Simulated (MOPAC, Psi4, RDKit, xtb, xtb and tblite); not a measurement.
Two geometries of CH7BO2SeSi, SMILES OB(O)[SiH2]C[SeH], relaxed at GFN2-xTB with one dihedral held; other torsions can differ between them too.

Structure A

```
13

O      0.5873     1.4785     0.4275
B      1.3753     0.5134    -0.1237
O      2.6963     0.6916    -0.3310
Si     0.5853    -1.2918    -0.2641
C     -1.3173    -1.1456    -0.0477
Se    -1.7673     0.2943     1.2192
H      0.9262     2.0883     1.0829
H      3.0759     1.5511    -0.1277
H      1.0333    -2.1402     0.8597
H      0.7782    -2.1047    -1.4757
H     -1.8205    -0.9116    -0.9850
H     -1.7441    -2.0584     0.3605
H     -3.0649    -0.2698     1.5862
```

Structure B

```
13

O     -1.6938     4.7147     0.5538
B     -1.9362     3.9770    -0.5621
O     -3.1637     4.0849    -1.1073
Si    -0.7308     2.7286    -1.5188
C     -1.3912     2.4838    -3.2995
Se    -3.3635     2.5212    -3.3236
H     -0.8354     4.6519     0.9659
H     -3.7952     4.6672    -0.6790
H      0.6757     3.1553    -1.6749
H     -0.6522     1.3837    -0.9174
H     -1.0952     1.5191    -3.7056
H     -1.0489     3.2680    -3.9745
H     -3.4678     1.7772    -4.5793
```

**Question.** Which is lower in energy at the level DF-MP2 (frozen core)/cc-pVTZ // GFN2-xTB in Psi4, and by how much?

**Answer.** B is lower, by 23.57 kJ/mol (dihedral H7–O1–B2–Si4: 135° in A, 0° in B).

E(B) − E(A) in kJ/mol at the other levels, on the same two geometries: GFN2-xTB (xtb and tblite) -14.04; B3LYP/def2-TZVP // GFN2-xTB (Psi4) -23.03; B3LYP-D3(BJ)/def2-TZVP // GFN2-xTB (Psi4) -22.95; PBE/def2-TZVP // GFN2-xTB (Psi4) -23.52; PBE-D3(BJ)/def2-TZVP // GFN2-xTB (Psi4) -23.47; HF/cc-pVTZ // GFN2-xTB (Psi4) -22.14; UFF // GFN2-xTB (RDKit) 27.45; AM1, restricted, heats of formation // GFN2-xTB (MOPAC) -13.25; PM7, restricted, heats of formation // GFN2-xTB (MOPAC) -5.16; GFN1-xTB // GFN2-xTB (xtb) -8.40.
